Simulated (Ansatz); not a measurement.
Worked example: Si(SiH3)F3 + SiH(OH)2(SiH2) → Si(SiH2)F3 + SiH(OH)2(SiH3)

Species: Si(SiH3)F3, singlet; SiH(OH)2(SiH2), doublet; Si(SiH2)F3, doublet; SiH(OH)2(SiH3), singlet. A radical takes H: the energy is the difference in strength between two Si–H bonds in different surroundings.

Shapes, held fixed at every level: PBE0-D4/def2-TZVP. Flexible molecules stand in one conformer, not always the lowest. Programs: Ansatz 0.2.0. The zero-point and thermal change to 298 K, harmonic and unscaled (PBE0-D4/def2-TZVP), is -0.1 kJ/mol.

At CCSD(T)/CBS estimate; 1 Eh = 2625.50 kJ/mol:

| species | energy (Eh) |
| --- | --- |
| Si(SiH3)F3 | -879.543230 |
| SiH(OH)2(SiH2) | -731.556368 |
| Si(SiH2)F3 | -878.892696 |
| SiH(OH)2(SiH3) | -732.205579 |

**Question.** Work out ΔH(298 K) of the reaction at this level.

**Answer.** 
1. Products less reactants: (-878.892696) + (-732.205579) − [(-879.543230) + (-731.556368)] = 0.001323 Eh = +3.5 kJ/mol.
2. With the thermal change: +3.5 + (-0.1) = +3.4 kJ/mol.

Other levels give +2.4 (MP2/def2-SVP) to +4.4 kJ/mol (SPW92/def2-TZVPP). No measured value is set beside it here. Open shells run unrestricted. The CBS estimate extrapolates MP2 from def2-TZVPP and def2-QZVPP and adds CCSD(T) − MP2 in the triple-zeta set, cores frozen. That is about zero within the method's error.
